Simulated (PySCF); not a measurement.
C₃H₅Cl₂In, singlet, geometry from GFN2-xTB (such geometries of metal compounds can be far from the true shape) (all electrons, no relativity); CASSCF(10,8)/STO-3G run with PySCF.

Here is a job for PySCF.
```python
from pyscf import gto, scf, mcscf
import numpy

mol = gto.M(
    atom='''
In   -0.03617720   -0.12362599    0.30267040
C    -0.15300475   -1.28364765   -1.69103793
C    -0.43928405   -0.36185205   -2.78450576
C     0.49094045    0.13874511   -3.59320248
H    -0.94015370   -2.01157548   -1.50281636
H     0.82406447   -1.75974516   -1.75400336
H    -1.47831518   -0.08570095   -2.92378660
H     1.53366376   -0.11760206   -3.47947250
H     0.24091225    0.80181589   -4.40291423
Cl   -0.76941092    2.06718974    0.54797058
Cl    0.89885806   -0.99242452    2.25465416
''',
    basis='sto-3g',
    verbose=4,
)

mf = scf.RHF(mol)
mf.kernel()
mc = mcscf.CASSCF(mf, 8, 10)
mc.fix_spin_(ss=0.0)
mc.kernel()
occ = numpy.linalg.eigvalsh(mc.fcisolver.make_rdm1(mc.ci, mc.ncas, mc.nelecas))[::-1]
ss = mc.fcisolver.spin_square(mc.ci, mc.ncas, mc.nelecas)[0]
print('natural occupations', occ.round(4), ' <S^2>', round(ss, 4))
```

It wrote (shortened):

```
PySCF version 2.14.0

[INPUT] verbose = 4
[INPUT] num. atoms = 11
[INPUT] num. electrons = 106
[INPUT] charge = 0
[INPUT] spin (= nelec alpha-beta = 2S) = 0
[INPUT] symmetry False subgroup None
[INPUT] Mole.unit = angstrom
[INPUT] Symbol           X                Y                Z      unit          X                Y                Z       unit  Magmom
[...]
nuclear repulsion = 765.986942821054
number of shells = 35
number of NR pGTOs = 195
number of NR cGTOs = 65
basis = sto-3g
ecp = {}

******** <class 'pyscf.scf.hf.RHF'> ********
method = RHF
initial guess = minao
damping factor = 0
level_shift factor = 0
DIIS = <class 'pyscf.scf.diis.CDIIS'>
diis_start_cycle = 1
diis_space = 8
diis_damp = 0
SCF conv_tol = 1e-09
SCF conv_tol_grad = None
SCF max_cycles = 50
direct_scf = True
direct_scf_tol = 1e-13
Set gradient conv threshold to 3.16228e-05
Initial guess from minao.
init E= -6691.68255562869
[...]
cycle= 1 E= -6707.11665031796  delta_E= -15.4  |g|= 0.479  |ddm|= 4.04
[...]
cycle= 2 E= -6707.28809830658  delta_E= -0.171  |g|= 0.182  |ddm|=  1.7
[...]
cycle= 3 E= -6707.30341745709  delta_E= -0.0153  |g|= 0.0447  |ddm|= 0.339
[...]
cycle= 4 E= -6707.30565136322  delta_E= -0.00223  |g|= 0.0169  |ddm|= 0.183
[...]
cycle= 5 E= -6707.30583302118  delta_E= -0.000182  |g|= 0.00545  |ddm|= 0.044
[...]
cycle= 6 E= -6707.3058637693  delta_E= -3.07e-05  |g|= 0.0022  |ddm|= 0.0213
[...]
cycle= 7 E= -6707.30586598652  delta_E= -2.22e-06  |g|= 0.000658  |ddm|= 0.00428
[...]
cycle= 8 E= -6707.30586630838  delta_E= -3.22e-07  |g|= 0.000143  |ddm|= 0.00198
[...]
cycle= 9 E= -6707.30586632162  delta_E= -1.32e-08  |g|= 2.44e-05  |ddm|= 0.000406
[...]
cycle= 10 E= -6707.30586632203  delta_E= -4.11e-10  |g|= 3.57e-06  |ddm|= 6.76e-05
[...]
Extra cycle  E= -6707.30586632198  delta_E= 4.55e-11  |g|= 1.3e-06  |ddm|= 7.12e-06
converged SCF energy = -6707.30586632198

******** <class 'pyscf.mcscf.mc1step.CASSCF'> ********
CAS (5e+5e, 8o), ncore = 48, nvir = 9
max_cycle_macro = 50
max_cycle_micro = 4
conv_tol = 1e-07
conv_tol_grad = None
orbital rotation max_stepsize = 0.02
orbital rotation threshold for CI restart = 0.01
augmented hessian ah_max_cycle = 30
augmented hessian ah_conv_tol = 1e-12
augmented hessian ah_linear dependence = 1e-14
augmented hessian ah_level shift = 1e-08
augmented hessian ah_start_tol = 2.5
augmented hessian ah_start_cycle = 3
augmented hessian ah_grad_trust_region = 3
kf_trust_region = 3
kf_interval = 4
ci_response_space = 4
ci_grad_trust_region = 3
with_dep4 0
natorb = False
canonicalization = True
sorting_mo_energy = False
ao2mo_level = 2
internal_rotation = False
******** <class 'pyscf.fci.addons.SpinPenaltyFCISolver'> ********
max. cycles = 50
conv_tol = 1e-08
davidson only = True
linear dependence = 1e-12
level shift = 0.001
max iter space = 12
nroots = 1
pspace_size = 400
spin = None
CASCI E = -6707.32452872522  S^2 = 0.0000000
Set conv_tol_grad to 0.000316228
macro iter   1 ( 21 JK    4 micro), CASSCF E = -6707.34596758284  dE = -2.14388576e-02  S^2 = 0.0000000
               |grad[o]|=0.0254  |grad[c]|=0.0305  |ddm|=0.0604  |maxRot[o]|=0.272
macro iter   2 ( 21 JK    4 micro), CASSCF E = -6707.35385993589  dE = -7.89235305e-03  S^2 = 0.0000000
               |grad[o]|=0.0207  |grad[c]|=0.0154  |ddm|=0.061  |maxRot[o]|=0.249
macro iter   3 ( 21 JK    4 micro), CASSCF E = -6707.36224135800  dE = -8.38142211e-03  S^2 = 0.0000000
               |grad[o]|=0.0172  |grad[c]|=0.0294  |ddm|=0.0198  |maxRot[o]|= 0.24
macro iter   4 ( 21 JK    4 micro), CASSCF E = -6707.36462632838  dE = -2.38497039e-03  S^2 = 0.0000000
               |grad[o]|=0.0113  |grad[c]|=0.00691  |ddm|=0.00625  |maxRot[o]|=0.118
macro iter   5 ( 12 JK    3 micro), CASSCF E = -6707.36510490895  dE = -4.78580567e-04  S^2 = 0.0000000
               |grad[o]|=0.0057  |grad[c]|=0.00461  |ddm|=0.00555  |maxRot[o]|=0.0584
macro iter   6 ( 12 JK    3 micro), CASSCF E = -6707.36525052189  dE = -1.45612939e-04  S^2 = 0.0000000
               |grad[o]|=0.00343  |grad[c]|=0.0042  |ddm|=0.0104  |maxRot[o]|=0.0939
macro iter   7 ( 12 JK    3 micro), CASSCF E = -6707.36530765092  dE = -5.71290284e-05  S^2 = 0.0000000
               |grad[o]|=0.00262  |grad[c]|=0.00284  |ddm|=0.00732  |maxRot[o]|=0.0766
macro iter   8 (  7 JK    2 micro), CASSCF E = -6707.36541371282  dE = -1.06061906e-04  S^2 = 0.0000000
               |grad[o]|=0.00224  |grad[c]|=0.00179  |ddm|=0.0025  |maxRot[o]|=0.0699
macro iter   9 (  7 JK    2 micro), CASSCF E = -6707.36553826860  dE = -1.24555778e-04  S^2 = 0.0000000
               |grad[o]|=0.00234  |grad[c]|=0.00193  |ddm|=0.00236  |maxRot[o]|=0.0699
macro iter  10 (  7 JK    2 micro), CASSCF E = -6707.36568047036  dE = -1.42201754e-04  S^2 = 0.0000000
               |grad[o]|=0.00258  |grad[c]|=0.0023  |ddm|=0.00224  |maxRot[o]|=0.0699
macro iter  11 (  7 JK    2 micro), CASSCF E = -6707.36583672105  dE = -1.56250691e-04  S^2 = 0.0000000
               |grad[o]|=0.00284  |grad[c]|=0.00264  |ddm|=0.0021  |maxRot[o]|=0.0699
macro iter  12 (  7 JK    2 micro), CASSCF E = -6707.36600385364  dE = -1.67132596e-04  S^2 = 0.0000000
               |grad[o]|=0.00307  |grad[c]|=0.00292  |ddm|=0.00199  |maxRot[o]|=0.0699
macro iter  13 (  7 JK    2 micro), CASSCF E = -6707.36617743371  dE = -1.73580063e-04  S^2 = 0.0000000
               |grad[o]|=0.0032  |grad[c]|=0.00312  |ddm|=0.00184  |maxRot[o]|=0.0699
macro iter  14 (  7 JK    2 micro), CASSCF E = -6707.36635215829  dE = -1.74724588e-04  S^2 = 0.0000000
               |grad[o]|=0.00323  |grad[c]|=0.00318  |ddm|=0.0018  |maxRot[o]|=0.0699
macro iter  15 (  7 JK    2 micro), CASSCF E = -6707.36652193624  dE = -1.69777946e-04  S^2 = 0.0000000
               |grad[o]|=0.00313  |grad[c]|=0.00311  |ddm|=0.00177  |maxRot[o]|=0.0699
macro iter  16 (  7 JK    2 micro), CASSCF E = -6707.36668013732  dE = -1.58201079e-04  S^2 = 0.0000000
               |grad[o]|=0.00292  |grad[c]|=0.00294  |ddm|=0.00179  |maxRot[o]|=0.0699
[...]
macro iter  22 ( 12 JK    3 micro), CASSCF E = -6707.36710808029  dE = -1.15826979e-05  S^2 = 0.0000000
               |grad[o]|=0.00109  |grad[c]|=0.00396  |ddm|=0.00227  |maxRot[o]|=0.0492
macro iter  23 (  7 JK    2 micro), CASSCF E = -6707.36719999859  dE = -9.19183040e-05  S^2 = 0.0000000
               |grad[o]|=0.00102  |grad[c]|=0.00554  |ddm|=0.00196  |maxRot[o]|=0.0678
macro iter  24 ( 12 JK    3 micro), CASSCF E = -6707.36721594923  dE = -1.59506390e-05  S^2 = 0.0000000
               |grad[o]|=0.00113  |grad[c]|=0.00214  |ddm|=0.00195  |maxRot[o]|=0.052
macro iter  25 (  7 JK    2 micro), CASSCF E = -6707.36733751098  dE = -1.21561754e-04  S^2 = 0.0000000
               |grad[o]|=0.00123  |grad[c]|=0.00409  |ddm|=0.00142  |maxRot[o]|=0.0699
macro iter  26 ( 12 JK    3 micro), CASSCF E = -6707.36742749811  dE = -8.99871284e-05  S^2 = 0.0000000
               |grad[o]|=0.00144  |grad[c]|=0.0024  |ddm|=0.00199  |maxRot[o]|=0.0675
macro iter  27 ( 17 JK    4 micro), CASSCF E = -6707.36755037327  dE = -1.22875159e-04  S^2 = 0.0000000
               |grad[o]|=0.00181  |grad[c]|=0.013  |ddm|=0.012  |maxRot[o]|=0.137
macro iter  28 (  7 JK    2 micro), CASSCF E = -6707.36783616501  dE = -2.85791735e-04  S^2 = 0.0000000
               |grad[o]|=0.0021  |grad[c]|=0.00414  |ddm|=0.00377  |maxRot[o]|=0.0699
macro iter  29 ( 17 JK    4 micro), CASSCF E = -6707.36812001433  dE = -2.83849322e-04  S^2 = 0.0000000
               |grad[o]|=0.00258  |grad[c]|=0.0301  |ddm|=0.0223  |maxRot[o]|=0.126
macro iter  30 ( 17 JK    4 micro), CASSCF E = -6707.36854257203  dE = -4.22557703e-04  S^2 = 0.0000000
               |grad[o]|=0.00328  |grad[c]|=0.0521  |ddm|=0.0315  |maxRot[o]|=0.143
macro iter  31 (  7 JK    2 micro), CASSCF E = -6707.36903144478  dE = -4.88872745e-04  S^2 = 0.0000000
               |grad[o]|=0.00342  |grad[c]|=0.00298  |ddm|=0.00417  |maxRot[o]|=0.0689
macro iter  32 (  7 JK    2 micro), CASSCF E = -6707.36949743005  dE = -4.65985269e-04  S^2 = 0.0000000
               |grad[o]|=0.00341  |grad[c]|=0.00346  |ddm|=0.00399  |maxRot[o]|=0.0697
macro iter  33 (  7 JK    2 micro), CASSCF E = -6707.36990940849  dE = -4.11978445e-04  S^2 = 0.0000000
               |grad[o]|=0.00313  |grad[c]|=0.00339  |ddm|=0.00577  |maxRot[o]|=0.0699
macro iter  34 (  7 JK    2 micro), CASSCF E = -6707.37025297440  dE = -3.43565913e-04  S^2 = 0.0000000
               |grad[o]|=0.00265  |grad[c]|=0.00344  |ddm|=0.0104  |maxRot[o]|=0.0684
macro iter  35 (  7 JK    2 micro), CASSCF E = -6707.37044959875  dE = -1.96624349e-04  S^2 = 0.0000000
               |grad[o]|=0.00204  |grad[c]|=0.00273  |ddm|=0.00881  |maxRot[o]|=0.0698
macro iter  36 (  7 JK    2 micro), CASSCF E = -6707.37056559053  dE = -1.15991781e-04  S^2 = 0.0000000
               |grad[o]|=0.00161  |grad[c]|=0.00235  |ddm|=0.00517  |maxRot[o]|=0.0698
macro iter  37 (  7 JK    2 micro), CASSCF E = -6707.37065391460  dE = -8.83240646e-05  S^2 = 0.0000000
               |grad[o]|=0.00135  |grad[c]|=0.00242  |ddm|=0.00385  |maxRot[o]|=0.0698
macro iter  38 (  7 JK    2 micro), CASSCF E = -6707.37072733523  dE = -7.34206287e-05  S^2 = 0.0000000
               |grad[o]|=0.00117  |grad[c]|=0.00269  |ddm|=0.00317  |maxRot[o]|=0.0698
macro iter  39 (  7 JK    2 micro), CASSCF E = -6707.37078993053  dE = -6.25953016e-05  S^2 = 0.0000000
               |grad[o]|=0.00102  |grad[c]|=0.00321  |ddm|=0.00274  |maxRot[o]|=0.0698
macro iter  40 (  7 JK    2 micro), CASSCF E = -6707.37084340180  dE = -5.34712699e-05  S^2 = 0.0000000
               |grad[o]|=0.000882  |grad[c]|=0.00385  |ddm|=0.00241  |maxRot[o]|=0.0698
macro iter  41 (  7 JK    2 micro), CASSCF E = -6707.37088815755  dE = -4.47557477e-05  S^2 = 0.0000000
               |grad[o]|=0.000752  |grad[c]|=0.00447  |ddm|=0.00213  |maxRot[o]|=0.0698
macro iter  42 (  7 JK    2 micro), CASSCF E = -6707.37092548862  dE = -3.73310768e-05  S^2 = 0.0000000
               |grad[o]|=0.000625  |grad[c]|=0.00497  |ddm|=0.00195  |maxRot[o]|=0.0698
macro iter  43 (  7 JK    2 micro), CASSCF E = -6707.37095678913  dE = -3.13005057e-05  S^2 = 0.0000000
               |grad[o]|=0.000507  |grad[c]|=0.00523  |ddm|=0.00197  |maxRot[o]|=0.0698
macro iter  44 (  7 JK    2 micro), CASSCF E = -6707.37098551286  dE = -2.87237290e-05  S^2 = 0.0000000
               |grad[o]|=0.000408  |grad[c]|=0.00539  |ddm|=0.00251  |maxRot[o]|=0.0694
macro iter  45 (  7 JK    2 micro), CASSCF E = -6707.37101100260  dE = -2.54897413e-05  S^2 = 0.0000000
               |grad[o]|=0.000342  |grad[c]|=0.00361  |ddm|=0.00268  |maxRot[o]|=0.0698
macro iter  46 (  7 JK    2 micro), CASSCF E = -6707.37103557795  dE = -2.45753481e-05  S^2 = 0.0000000
               |grad[o]|=0.00032  |grad[c]|=0.00205  |ddm|=0.00257  |maxRot[o]|=0.0699
macro iter  47 (  7 JK    2 micro), CASSCF E = -6707.37106252930  dE = -2.69513566e-05  S^2 = 0.0000000
               |grad[o]|=0.000328  |grad[c]|=0.00106  |ddm|=0.00268  |maxRot[o]|=0.0699
macro iter  48 (  7 JK    2 micro), CASSCF E = -6707.37109456260  dE = -3.20332974e-05  S^2 = 0.0000000
               |grad[o]|=0.000346  |grad[c]|=0.000688  |ddm|=0.00301  |maxRot[o]|=0.0699
macro iter  49 (  7 JK    2 micro), CASSCF E = -6707.37113392863  dE = -3.93660248e-05  S^2 = 0.0000000
               |grad[o]|=0.000354  |grad[c]|=0.00147  |ddm|=0.00373  |maxRot[o]|=0.0695
macro iter  50 (  7 JK    2 micro), CASSCF E = -6707.37117710726  dE = -4.31786384e-05  S^2 = 0.0000000
               |grad[o]|=0.000359  |grad[c]|=0.000981  |ddm|=0.00362  |maxRot[o]|=0.0691
1-step CASSCF not converged,  50 macro (466 JK 120 micro) steps
CASSCF canonicalization
Density matrix diagonal elements [1.9950802  1.94452299 1.99676356 1.99321514 1.89833013 0.01278173
 0.05630488 0.10300137]
CASSCF energy = -6707.37117710726
CASCI E = -6707.37117710726  E(CI) = -15.7107300768612  S^2 = 0.0000000
natural occupations [1.9996 1.9993 1.9891 1.9599 1.8814 0.1172 0.0438 0.0098]  <S^2> 0.0
```

The run did not converge; its last values are not results.
